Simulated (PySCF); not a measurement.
## Correlation energy of S⁺ (sulfur, charge +1)

[Ne] 3s1 3p4, high-spin 4P determinant (an excited configuration). Calculation: PySCF 2.14, in x2c-TZVPPall with one added diffuse shell each of s, p, d type (6s6p4d1f, 51 functions); scalar relativity by spin-free X2C-1e. Frozen: [Ne]; 5 electrons correlated.

MP2 pair energies summed by pair of shells (mhartree):

```
 pair  energy  share (%)
3p-3p  -79.74       88.3
3s-3p  -10.60       11.7
```

Total MP2 correlation energy: -90.33 mhartree.

Same-spin part -24.45 and opposite-spin part -65.88 mhartree; SCS-MP2 scales them by 1/3 and 6/5 to -87.21 mhartree.
